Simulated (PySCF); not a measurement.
## Working out the ionisation energy of Se+

Se+ [Ar] 3d10 4s2 4p3 (4S) → Se(2+) [Ar] 3d10 4s2 4p2 (3P). Calculation: PySCF 2.14, in jorge-DZP-DKH (8s6p2d1f, 43 functions); the spin-free X2C one-electron Hamiltonian (Gaussian nucleus). Frozen: [Ar] 3d10. Energies in hartree (1 hartree = 27.21139 eV):

```json
{"part": "UHF", "Se+ (lower)": "-2427.622540", "Se(2+) (upper)": "-2426.853698"}
{"part": "CCSD correlation", "Se+ (lower)": "-0.032693", "Se(2+) (upper)": "-0.035995"}
{"part": "(T)", "Se+ (lower)": "-0.000200", "Se(2+) (upper)": "-0.000191"}
```

What does Hartree-Fock give?

(-2426.853698) − (-2427.622540) = 0.768842 hartree = 20.921 eV.

What do CCSD and CCSD(T) give?

The CCSD correlation energies differ by -0.003302 hartree = -0.090 eV and the triples by 0.000009 hartree = 0.000 eV, so CCSD gives 20.831 eV and CCSD(T) 20.831 eV.

Reference: 21.196 ± 0.01 eV (measured; NIST Atomic Spectra Database, ionization energies), between the lowest levels; spin-orbit coupling is absent from the calculation.

A double-zeta basis recovers only part of the correlation energy.

What remains against the reference includes basis incompleteness, the frozen core and higher excitations.
